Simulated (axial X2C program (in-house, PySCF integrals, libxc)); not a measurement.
## GaW: from Re and ωe to a spectrum

A bond curve at the BHandHLYP level, with spin–orbit coupling, was computed with an in-house all-electron X2C program for linear molecules (integrals from PySCF) (basis W dyall-cv3z [13s14p9d7f4g], Ga dyall-cv3z [9s9p7d4f1g] (cores contracted in-house)) for the state Ω = 5/2 (⟨Sz⟩ = 2.44, ⟨Lz⟩ = 0.06 at BHandHLYP). Its fit gives Re = 2.6347 Å, ωe = 178.9 cm⁻¹, ωexe = 0.495 cm⁻¹ and αe = 1.892e-04 cm⁻¹; the masses are 183.9509 and 68.9256 u. Two-component means X2C with spin–orbit coupling and atomic mean-field Coulomb and Gaunt terms.

(1) Find the reduced mass, Be and the force constant.

(2) A Morse curve ties αe to the other constants (Pekeris). How well does that hold?

(3) Estimate the centrifugal constant by the Kratzer relation.

(4) Where do the fundamental and the first overtone lie?

(5) The dipole moment p changes by 2.14 D/Å at Re. What harmonic infrared intensity follows?

The state is one determinant whose occupation by symmetry is held fixed; it was picked as the lowest of a PBE0 search that is not exhaustive. Density functionals use the spin component along the axis (collinear). With several unpaired electrons one determinant need not be a pure state. This is the top spin component of a Σ state; components of lower Ω are not single determinants and can lie lower.

## Answers

(1) From the BHandHLYP values: μ = 50.1388 u. Be = 16.8576/(μ Re²) = 0.04844 cm⁻¹. k = 5.8918×10⁻⁷ μ ωe² = 0.945 mdyn/Å.

(2) αe(Morse) = 6Be²/ωe × (√(ωexe/Be) − 1) = 1.728e-04 cm⁻¹; the BHandHLYP curve gives 1.892e-04 cm⁻¹, a ratio of 0.91.

(3) D = 4Be³/ωe² = 1.42e-08 cm⁻¹.

(4) ν(1←0) = ωe − 2ωexe = 177.9 cm⁻¹; ν(2←0) = 2ωe − 6ωexe = 354.8 cm⁻¹.

(5) I = 42.256 × (dp/dR)²/μ = 3.9 km/mol.
